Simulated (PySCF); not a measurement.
BaF, doublet, geometry from GFN2-xTB (such geometries of metal compounds can be far from the true shape) (the spin is typed, not shown lowest) (core potentials on Ba), with bond 1-2 at 1.4 times its length; PySCF with CASSCF(5,7)/def2-SVP.

Here is a job for PySCF.
```python
from pyscf import gto, scf, mcscf
import numpy

mol = gto.Mole()
mol.atom = '''
    Ba    0.000000    0.000000   -1.065605
    F     0.000000    0.000000    1.704968
'''
mol.basis = 'def2-svp'
mol.ecp = {'Ba': 'def2-svp'}
mol.charge = 0
mol.spin = 1
mol.verbose = 4
mol.build()

mf = scf.ROHF(mol)
mf.kernel()
mc = mcscf.CASSCF(mf, 7, 5)
mc.kernel()
occ = numpy.linalg.eigvalsh(mc.fcisolver.make_rdm1(mc.ci, mc.ncas, mc.nelecas))[::-1]
ss = mc.fcisolver.spin_square(mc.ci, mc.ncas, mc.nelecas)[0]
print('natural occupations', occ.round(4), ' <S^2>', round(ss, 4))
```

The log (banner, timings and long lists left out):

```
PySCF version 2.14.0

[INPUT] verbose = 4
[INPUT] num. atoms = 2
[INPUT] num. electrons = 19
[INPUT] charge = 0
[INPUT] spin (= nelec alpha-beta = 2S) = 1
[INPUT] symmetry False subgroup None
[INPUT] Mole.unit = angstrom
[INPUT] Symbol           X                Y                Z      unit          X                Y                Z       unit  Magmom
[...]
nuclear repulsion = 17.189927492544
number of shells = 15
number of NR pGTOs = 73
number of NR cGTOs = 37
basis = def2-svp
ecp = {'Ba': 'def2-svp'}

******** <class 'pyscf.scf.rohf.ROHF'> ********
method = ROHF
initial guess = minao
damping factor = 0
level_shift factor = 0
DIIS = <class 'pyscf.scf.diis.CDIIS'>
diis_start_cycle = 1
diis_space = 8
diis_damp = 0
SCF conv_tol = 1e-09
SCF conv_tol_grad = None
SCF max_cycles = 50
direct_scf = True
direct_scf_tol = 1e-13
num. doubly occ = 9  num. singly occ = 1
Set gradient conv threshold to 3.16228e-05
init E= -114.049249105022
[...]
cycle= 1 E= -124.365425471844  delta_E= -10.3  |g|= 0.725  |ddm|= 1.41
[...]
cycle= 2 E= -124.410034899953  delta_E= -0.0446  |g|= 0.566  |ddm|= 0.918
[...]
cycle= 3 E= -124.466959711114  delta_E= -0.0569  |g|= 0.0404  |ddm|= 0.348
[...]
cycle= 4 E= -124.467526985468  delta_E= -0.000567  |g|= 0.00462  |ddm|= 0.0626
[...]
cycle= 5 E= -124.46756608556  delta_E= -3.91e-05  |g|= 0.00173  |ddm|= 0.026
[...]
cycle= 6 E= -124.467571123627  delta_E= -5.04e-06  |g|= 0.00043  |ddm|= 0.0104
[...]
cycle= 7 E= -124.467571997526  delta_E= -8.74e-07  |g|= 0.00016  |ddm|= 0.0037
[...]
cycle= 8 E= -124.467572164131  delta_E= -1.67e-07  |g|= 4.92e-05  |ddm|= 0.00188
[...]
cycle= 9 E= -124.467572179605  delta_E= -1.55e-08  |g|= 1.45e-05  |ddm|= 0.000621
[...]
cycle= 10 E= -124.467572180604  delta_E= -9.99e-10  |g|= 1.36e-06  |ddm|= 0.000189
[...]
Extra cycle  E= -124.467572180606  delta_E= -2.36e-12  |g|= 4.88e-07  |ddm|= 3.62e-06
converged SCF energy = -124.467572180606

******** <class 'pyscf.mcscf.mc1step.CASSCF'> ********
CAS (3e+2e, 7o), ncore = 7, nvir = 23
max_cycle_macro = 50
max_cycle_micro = 4
conv_tol = 1e-07
conv_tol_grad = None
orbital rotation max_stepsize = 0.02
orbital rotation threshold for CI restart = 0.01
augmented hessian ah_max_cycle = 30
augmented hessian ah_conv_tol = 1e-12
augmented hessian ah_linear dependence = 1e-14
augmented hessian ah_level shift = 1e-08
augmented hessian ah_start_tol = 2.5
augmented hessian ah_start_cycle = 3
augmented hessian ah_grad_trust_region = 3
kf_trust_region = 3
kf_interval = 4
ci_response_space = 4
ci_grad_trust_region = 3
with_dep4 0
natorb = False
canonicalization = True
sorting_mo_energy = False
ao2mo_level = 2
internal_rotation = False
******** <class 'pyscf.fci.direct_spin1.FCISolver'> ********
max. cycles = 50
conv_tol = 1e-08
davidson only = False
linear dependence = 1e-12
level shift = 0.001
max iter space = 12
nroots = 1
pspace_size = 400
spin = None
CASCI E = -124.467612871893  S^2 = 0.7500000
Set conv_tol_grad to 0.000316228
macro iter   1 (  7 JK    2 micro), CASSCF E = -124.467657538841  dE = -4.46669478e-05  S^2 = 0.7500000
               |grad[o]|=0.000325  |grad[c]|=0.00366  |ddm|=0.00163  |maxRot[o]|=0.0699
macro iter   2 (  7 JK    2 micro), CASSCF E = -124.467737736214  dE = -8.01973724e-05  S^2 = 0.7500000
               |grad[o]|=0.0005  |grad[c]|=0.0031  |ddm|=0.000979  |maxRot[o]|=0.0699
macro iter   3 (  7 JK    2 micro), CASSCF E = -124.467857687630  dE = -1.19951417e-04  S^2 = 0.7500000
               |grad[o]|=0.000714  |grad[c]|=0.00161  |ddm|=0.00108  |maxRot[o]|=0.0699
macro iter   4 (  7 JK    2 micro), CASSCF E = -124.468019946292  dE = -1.62258661e-04  S^2 = 0.7500000
               |grad[o]|=0.000966  |grad[c]|=0.00102  |ddm|=0.00148  |maxRot[o]|=0.0699
macro iter   5 (  7 JK    2 micro), CASSCF E = -124.468226762035  dE = -2.06815743e-04  S^2 = 0.7500000
               |grad[o]|=0.00124  |grad[c]|=0.00398  |ddm|=0.00204  |maxRot[o]|=0.0699
macro iter   6 (  7 JK    2 micro), CASSCF E = -124.468481300227  dE = -2.54538193e-04  S^2 = 0.7500000
               |grad[o]|=0.00153  |grad[c]|=0.00745  |ddm|=0.00268  |maxRot[o]|=0.0699
macro iter   7 (  7 JK    2 micro), CASSCF E = -124.468788523071  dE = -3.07222844e-04  S^2 = 0.7500000
               |grad[o]|=0.00181  |grad[c]|=0.0111  |ddm|=0.00331  |maxRot[o]|=0.0699
macro iter   8 (  7 JK    2 micro), CASSCF E = -124.469155379939  dE = -3.66856869e-04  S^2 = 0.7500000
               |grad[o]|=0.00211  |grad[c]|=0.0146  |ddm|=0.00383  |maxRot[o]|=0.0699
macro iter   9 (  7 JK    2 micro), CASSCF E = -124.469589709153  dE = -4.34329214e-04  S^2 = 0.7500000
               |grad[o]|=0.00242  |grad[c]|=0.0176  |ddm|=0.00416  |maxRot[o]|=0.0699
macro iter  10 (  7 JK    2 micro), CASSCF E = -124.470097926855  dE = -5.08217702e-04  S^2 = 0.7500000
               |grad[o]|=0.00274  |grad[c]|= 0.02  |ddm|=0.00431  |maxRot[o]|=0.0699
macro iter  11 (  7 JK    2 micro), CASSCF E = -124.470682064794  dE = -5.84137939e-04  S^2 = 0.7500000
               |grad[o]|=0.00308  |grad[c]|=0.0215  |ddm|=0.0043  |maxRot[o]|=0.0699
macro iter  12 (  7 JK    2 micro), CASSCF E = -124.471337285672  dE = -6.55220878e-04  S^2 = 0.7500000
               |grad[o]|=0.00341  |grad[c]|=0.022  |ddm|=0.00416  |maxRot[o]|=0.0699
macro iter  13 (  7 JK    2 micro), CASSCF E = -124.472051053717  dE = -7.13768045e-04  S^2 = 0.7500000
               |grad[o]|=0.00369  |grad[c]|=0.0216  |ddm|=0.00394  |maxRot[o]|=0.0699
macro iter  14 (  7 JK    2 micro), CASSCF E = -124.472804334396  dE = -7.53280678e-04  S^2 = 0.7500000
               |grad[o]|=0.00389  |grad[c]|=0.0201  |ddm|=0.00366  |maxRot[o]|=0.0699
macro iter  15 (  7 JK    2 micro), CASSCF E = -124.473574054178  dE = -7.69719782e-04  S^2 = 0.7500000
               |grad[o]|=0.00399  |grad[c]|=0.0178  |ddm|=0.00333  |maxRot[o]|=0.0699
macro iter  16 (  7 JK    2 micro), CASSCF E = -124.474335619441  dE = -7.61565263e-04  S^2 = 0.7500000
[...]
macro iter  22 ( 21 JK    4 micro), CASSCF E = -124.478377767814  dE = -1.06992185e-03  S^2 = 0.7500000
               |grad[o]|=0.00173  |grad[c]|=0.00996  |ddm|=0.00189  |maxRot[o]|=0.306
macro iter  23 ( 18 JK    4 micro), CASSCF E = -124.478869231216  dE = -4.91463402e-04  S^2 = 0.7500000
               |grad[o]|=0.00176  |grad[c]|=0.00712  |ddm|=0.00394  |maxRot[o]|=0.193
macro iter  24 ( 19 JK    4 micro), CASSCF E = -124.479840382834  dE = -9.71151619e-04  S^2 = 0.7500000
               |grad[o]|=0.00156  |grad[c]|=0.0169  |ddm|=0.00236  |maxRot[o]|=0.197
macro iter  25 ( 21 JK    4 micro), CASSCF E = -124.483402138969  dE = -3.56175613e-03  S^2 = 0.7500000
               |grad[o]|=0.00284  |grad[c]|=0.0217  |ddm|=0.00389  |maxRot[o]|=0.305
macro iter  26 ( 19 JK    4 micro), CASSCF E = -124.484802113418  dE = -1.39997445e-03  S^2 = 0.7500000
               |grad[o]|=0.0042  |grad[c]|=0.0128  |ddm|=0.0023  |maxRot[o]|=0.233
macro iter  27 ( 14 JK    4 micro), CASSCF E = -124.484843774552  dE = -4.16611341e-05  S^2 = 0.7500000
               |grad[o]|=0.000737  |grad[c]|=0.00185  |ddm|=0.00138  |maxRot[o]|=0.0532
macro iter  28 (  9 JK    2 micro), CASSCF E = -124.484848139059  dE = -4.36450765e-06  S^2 = 0.7500000
               |grad[o]|=0.000205  |grad[c]|=0.00111  |ddm|=0.000402  |maxRot[o]|=0.0152
macro iter  29 (  5 JK    1 micro), CASSCF E = -124.484849775140  dE = -1.63608026e-06  S^2 = 0.7500000
               |grad[o]|=0.000156  |grad[c]|=0.00113  |ddm|=0.000122  |maxRot[o]|=0.00805
macro iter  30 (  4 JK    1 micro), CASSCF E = -124.484851591513  dE = -1.81637353e-06  S^2 = 0.7500000
               |grad[o]|=0.000126  |grad[c]|=0.00122  |ddm|=0.000117  |maxRot[o]|=0.00867
macro iter  31 (  3 JK    1 micro), CASSCF E = -124.484854090921  dE = -2.49940820e-06  S^2 = 0.7500000
               |grad[o]|=0.000131  |grad[c]|=0.00149  |ddm|=0.000104  |maxRot[o]|=0.0104
macro iter  32 (  4 JK    1 micro), CASSCF E = -124.484858072237  dE = -3.98131532e-06  S^2 = 0.7500000
               |grad[o]|=0.000142  |grad[c]|=0.00193  |ddm|=9.97e-05  |maxRot[o]|=0.0121
macro iter  33 ( 13 JK    4 micro), CASSCF E = -124.484917275020  dE = -5.92027834e-05  S^2 = 0.7500000
               |grad[o]|=0.000177  |grad[c]|=0.0037  |ddm|=0.000679  |maxRot[o]|=0.0781
macro iter  34 ( 11 JK    4 micro), CASSCF E = -124.485035265426  dE = -1.17990405e-04  S^2 = 0.7500000
               |grad[o]|=0.000538  |grad[c]|=0.00575  |ddm|=0.00116  |maxRot[o]|=0.0974
macro iter  35 ( 11 JK    4 micro), CASSCF E = -124.485083748791  dE = -4.84833652e-05  S^2 = 0.7500000
               |grad[o]|=0.000728  |grad[c]|=0.00259  |ddm|=0.00107  |maxRot[o]|=0.0664
macro iter  36 (  8 JK    2 micro), CASSCF E = -124.485088268613  dE = -4.51982216e-06  S^2 = 0.7500000
               |grad[o]|=0.000323  |grad[c]|=0.00105  |ddm|=0.000428  |maxRot[o]|=0.018
macro iter  37 (  5 JK    1 micro), CASSCF E = -124.485089309653  dE = -1.04104026e-06  S^2 = 0.7500000
               |grad[o]|=0.000136  |grad[c]|=0.000842  |ddm|=9.93e-05  |maxRot[o]|=0.00715
macro iter  38 (  4 JK    1 micro), CASSCF E = -124.485090015135  dE = -7.05481739e-07  S^2 = 0.7500000
               |grad[o]|=9.84e-05  |grad[c]|=0.000706  |ddm|=8.3e-05  |maxRot[o]|=0.0064
macro iter  39 (  3 JK    1 micro), CASSCF E = -124.485090541268  dE = -5.26133206e-07  S^2 = 0.7500000
               |grad[o]|=7.08e-05  |grad[c]|=0.000619  |ddm|=6.3e-05  |maxRot[o]|=0.00571
macro iter  40 (  3 JK    1 micro), CASSCF E = -124.485090978886  dE = -4.37618212e-07  S^2 = 0.7500000
               |grad[o]|=5.61e-05  |grad[c]|=0.000576  |ddm|=4.93e-05  |maxRot[o]|=0.00539
macro iter  41 (  3 JK    1 micro), CASSCF E = -124.485091372289  dE = -3.93402530e-07  S^2 = 0.7500000
               |grad[o]|=5.1e-05  |grad[c]|=0.000552  |ddm|=4.52e-05  |maxRot[o]|=0.00503
macro iter  42 (  3 JK    1 micro), CASSCF E = -124.485091744609  dE = -3.72320457e-07  S^2 = 0.7500000
               |grad[o]|=4.33e-05  |grad[c]|=0.000541  |ddm|=4.2e-05  |maxRot[o]|=0.00478
macro iter  43 (  3 JK    1 micro), CASSCF E = -124.485092107065  dE = -3.62455850e-07  S^2 = 0.7500000
               |grad[o]|=4.05e-05  |grad[c]|=0.000535  |ddm|=4.09e-05  |maxRot[o]|=0.00462
macro iter  44 (  3 JK    1 micro), CASSCF E = -124.485092465212  dE = -3.58146693e-07  S^2 = 0.7500000
               |grad[o]|=3.79e-05  |grad[c]|=0.000533  |ddm|=4.02e-05  |maxRot[o]|=0.00447
macro iter  45 (  3 JK    1 micro), CASSCF E = -124.485092821975  dE = -3.56763323e-07  S^2 = 0.7500000
               |grad[o]|=3.61e-05  |grad[c]|=0.000533  |ddm|=4.03e-05  |maxRot[o]|=0.0044
macro iter  46 (  3 JK    1 micro), CASSCF E = -124.485093178876  dE = -3.56900841e-07  S^2 = 0.7500000
               |grad[o]|=3.59e-05  |grad[c]|=0.000533  |ddm|=4.04e-05  |maxRot[o]|=0.00444
macro iter  47 (  3 JK    1 micro), CASSCF E = -124.485093536559  dE = -3.57683192e-07  S^2 = 0.7500000
               |grad[o]|=3.52e-05  |grad[c]|=0.000534  |ddm|=4.06e-05  |maxRot[o]|=0.00446
macro iter  48 (  3 JK    1 micro), CASSCF E = -124.485093895186  dE = -3.58626863e-07  S^2 = 0.7500000
               |grad[o]|=3.55e-05  |grad[c]|=0.000535  |ddm|=4.09e-05  |maxRot[o]|=0.00448
macro iter  49 (  3 JK    1 micro), CASSCF E = -124.485094254662  dE = -3.59475919e-07  S^2 = 0.7500000
               |grad[o]|=3.53e-05  |grad[c]|=0.000535  |ddm|=4.1e-05  |maxRot[o]|=0.0045
macro iter  50 (  3 JK    1 micro), CASSCF E = -124.485094614773  dE = -3.60110946e-07  S^2 = 0.7500000
               |grad[o]|=3.54e-05  |grad[c]|=0.000536  |ddm|=4.11e-05  |maxRot[o]|=0.0045
1-step CASSCF not converged,  50 macro (372 JK 100 micro) steps
CASSCF canonicalization
Density matrix diagonal elements [1.9900498  1.9900174  0.99962978 0.00535625 0.00365975 0.00481464
 0.00647237]
CASSCF energy = -124.485094614773
CASCI E = -124.485094614773  E(CI) = -7.48924153673049  S^2 = 0.7500000
natural occupations [1.9901 1.99   0.9997 0.0068 0.0068 0.0033 0.0032]  <S^2> 0.75
```

Convergence was not reached.
